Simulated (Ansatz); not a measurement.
Calculated with Ansatz (gas phase, PBE0-D4/def2-TZVP geometries, no zero-point term in ΔE). CCSD(T)/CBS adds triple-zeta CCSD(T) − MP2 to the extrapolated MP2 energy (def2 sets, frozen cores). This one scheme is used for every species. DFT in def2-TZVPP. B3LYP here is the variant with VWN-RPA as its local correlation; programs differ in this. One conformer a species, not always the lowest.

Reaction (cleavage of the Si–Si bond): `[NH2][AlH][SiH2][SiH2]Cl` + H₂S → `[NH2][AlH][SiH2]S` + `[SiH3]Cl`

| level | ΔE (kcal/mol) | difference from CCSD(T)/CBS |
| --- | --- | --- |
| PBE-D4 | -6.2 | 2.7 |
| PBE0-D4 | -7.1 | 1.8 |
| B3LYP-D4 | -8.2 | 0.7 |
| ωB97X-V | -8.7 | 0.2 |
| ωB97M-V | -9.4 | -0.5 |
| HF/def2-TZVPP | -13.2 | -4.3 |
| MP2/def2-TZVPP | -10.3 | -1.4 |
| SCS-MP2/def2-QZVPP | -11.1 | -2.2 |
| MP2/CBS(def2) | -10.6 | -1.7 |
| CCSD/CBS(def2) | -9.4 | -0.5 |
| CCSD(T)/CBS | -8.9 | 0 |

Largest T1 diagnostic among the species: 0.013.

The D4 term adds +1.9 kcal/mol with B3LYP and +1.2 kcal/mol with PBE0; it sums over pairs of atoms, weighted by their polarisabilities, and B3LYP, whose exchange is more repulsive, gets the larger term. In def2-TZVPP, CCSD(T) changes the Hartree–Fock value by +4.7 kcal/mol (the triples alone add +0.5 kcal/mol) and MP2 by +2.9 kcal/mol.
